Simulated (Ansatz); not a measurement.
Reactions of `C[CH2][GeH2][SiH3]`.

Program: Ansatz. Geometries: PBE0-D4/def2-TZVP. ΔE: electronic, gas phase. CBS: MP2 limit from def2 TZ/QZ plus the TZ coupled-cluster correction, frozen cores. This one scheme is used for every species. Functionals use def2-TZVPP. def2 core potentials past Kr. For Br, Ge, In, Sn outer-core shells are correlated without core-valence functions, which leaves a few kJ/mol of doubt a bond. Scalar relativity is left out up to krypton. Each species was taken in one conformer, which may not be the lowest.

| reaction | CCSD(T)/CBS(def2) (kcal/mol) |
| --- | --- |
| `C[CH2][GeH2][SiH3]` + `O[SiH2]S` → `[SiH3]O[SiH2]S` + `C[CH2][GeH3]` | -20.4 |
| `C[CH2][GeH2][SiH3]` + CH₃NH₂ → `C[NH][GeH2][SiH3]` + ethane | -3.1 |
| `C[CH2][GeH2][SiH3]` + `[AlH2][SH]` → `[AlH2][S][SiH3]` + `C[CH2][GeH3]` | ? |
| `C[CH2][GeH2][SiH3]` + `F[CH2][SnH3]` → `F[CH]([SiH3])[SnH3]` + `C[CH2][GeH3]` | 6.6 |
| `C[CH2][GeH2][SiH3]` + `[OH][InH][Br]` → `[SiH3][O][InH][Br]` + `C[CH2][GeH3]` | -21.7 |
| `C[CH2][GeH2][SiH3]` + `CC(=N)Cl` → `C/C(Cl)=N\[SiH3]` + `C[CH2][GeH3]` | ? |
| `C[CH2][GeH2][SiH3]` + `NC(O)(F)F` → `OC(F)(F)N[SiH3]` + `C[CH2][GeH3]` | -7.0 |
| `C[CH2][GeH2][SiH3]` + `F[SiH2]Cl` → `C[CH2][GeH]([SiH3])[Cl]` + `F[SiH3]` | ? |
| `C[CH2][GeH2][SiH3]` + `C[O][GeH]([OH])[O]C` → `CC[O][GeH]([O]C)[O]C` + `[SiH3][GeH3]` | 16.2 |
| `C[CH2][GeH2][SiH3]` + CH₃SH → `C[S][GeH2][SiH3]` + ethane | -15.3 |

Fill in the missing values. (Estimate.)

Computed: `C[CH2][GeH2][SiH3]` + `[AlH2][SH]` → `[AlH2][S][SiH3]` + `C[CH2][GeH3]`: -10.3 kcal/mol; `C[CH2][GeH2][SiH3]` + `CC(=N)Cl` → `C/C(Cl)=N\[SiH3]` + `C[CH2][GeH3]`: -3.0 kcal/mol; `C[CH2][GeH2][SiH3]` + `F[SiH2]Cl` → `C[CH2][GeH]([SiH3])[Cl]` + `F[SiH3]`: +5.4 kcal/mol.

Largest T1 diagnostic: 0.014, for `[OH][InH][Br]`.
